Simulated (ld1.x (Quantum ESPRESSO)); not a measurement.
u(r) = r·R(r): atom against pseudo-atom (H (Z = 1))

Columns: radius, all-electron u(r) and pseudo u(r) of the 1s shell (level -12.34 eV) of hydrogen in the configuration 1s0.5; LDA (PZ), scalar-relativistic, PAW scheme, ld1.x (Quantum ESPRESSO) 7.5.

```json
{"r (bohr)": "0.082", "all-electron": "0.1568", "pseudo": "0.1052"}
{"r (bohr)": "0.165", "all-electron": "0.2902", "pseudo": "0.2091"}
{"r (bohr)": "0.248", "all-electron": "0.4009", "pseudo": "0.3079"}
{"r (bohr)": "0.330", "all-electron": "0.4907", "pseudo": "0.3983"}
{"r (bohr)": "0.413", "all-electron": "0.5642", "pseudo": "0.4807"}
{"r (bohr)": "0.495", "all-electron": "0.6218", "pseudo": "0.5517"}
{"r (bohr)": "0.578", "all-electron": "0.6668", "pseudo": "0.6121"}
{"r (bohr)": "0.660", "all-electron": "0.7000", "pseudo": "0.6601"}
{"r (bohr)": "0.742", "all-electron": "0.7234", "pseudo": "0.6966"}
{"r (bohr)": "0.825", "all-electron": "0.7385", "pseudo": "0.7223"}
{"r (bohr)": "0.908", "all-electron": "0.7462", "pseudo": "0.7378"}
{"r (bohr)": "0.990", "all-electron": "0.7478", "pseudo": "0.7443"}
{"r (bohr)": "1.072", "all-electron": "0.7441", "pseudo": "0.7434"}
{"r (bohr)": "1.155", "all-electron": "0.7360", "pseudo": "0.7364"}
{"r (bohr)": "1.238", "all-electron": "0.7242", "pseudo": "0.7248"}
{"r (bohr)": "1.320", "all-electron": "0.7096", "pseudo": "0.7099"}
{"r (bohr)": "1.402", "all-electron": "0.6926", "pseudo": "0.6926"}
{"r (bohr)": "1.485", "all-electron": "0.6734", "pseudo": "0.6734"}
{"r (bohr)": "1.568", "all-electron": "0.6526", "pseudo": "0.6526"}
{"r (bohr)": "1.650", "all-electron": "0.6310", "pseudo": "0.6310"}
{"r (bohr)": "1.733", "all-electron": "0.6083", "pseudo": "0.6083"}
{"r (bohr)": "1.815", "all-electron": "0.5854", "pseudo": "0.5854"}
{"r (bohr)": "1.898", "all-electron": "0.5618", "pseudo": "0.5618"}
{"r (bohr)": "1.980", "all-electron": "0.5385", "pseudo": "0.5385"}
{"r (bohr)": "2.062", "all-electron": "0.5152", "pseudo": "0.5152"}
{"r (bohr)": "2.145", "all-electron": "0.4919", "pseudo": "0.4919"}
```

Q: How many radial nodes do the two functions have?

A: The all-electron 1s function has n − l − 1 = 0; the pseudo-wave has 0.

Q: At about which radius was the pseudo-wave matched?

A: 1.50 bohr. The columns agree to 0.0005 from 1.32 bohr on; several derivatives are matched, so the curves merge somewhat inside the radius.

Q: Is the pseudo-wave norm-conserving?

A: No, it belongs to a PAW set: the norm inside the radius is not constrained, and the difference is carried by the augmentation charge.
